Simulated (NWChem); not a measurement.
A series in which one site is exchanged, each optimised at PBE0/def2-SVP with NWChem, gas phase unless a solvent is named. All stand in one matching conformer (torsions within 35°), which need not be the lowest. 

A: OB(O)N (BNH$_{4}$O$_{2}$; site = B)
B: [NH2][Al]([OH])[OH] (AlNH₄O₂; site = Al)
C: [NH2][Ga]([OH])[OH] (GaNH4O2; site = Ga)
D: [NH2][Sc]([OH])[OH] (ScNH4O2; site = Sc)

Q: Rank them by dipole (D), PBE0/def2-SVP, lowest first.

A: D (0.99), A (1.24), B (1.76), C (2.22)
